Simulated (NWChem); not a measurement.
# ZnH2Se2; SMILES [SeH][Zn][SeH]

```xyz
5

Zn     0.0000     0.0000    -0.0105
Se    -2.2747    -0.0137     0.0344
H     -2.3562     1.0349    -1.0106
Se     2.2747     0.0137     0.0344
H      2.3562    -1.0349    -1.0106
```
Atoms are numbered in this order, from 1.

Results from NWChem. Geometry: optimised at B3LYP/6-31G* (spherical d).

### Question
What does the run give for PBE0/aug-cc-pVDZ? Quantities: highest occupied level (eV); orbital gap (eV); dipole (D).

### Answer
```
Item                         Result
---------------------------  ------
highest occupied level (eV)   -7.19
orbital gap (eV)               5.91
dipole (D)                     0.71
```
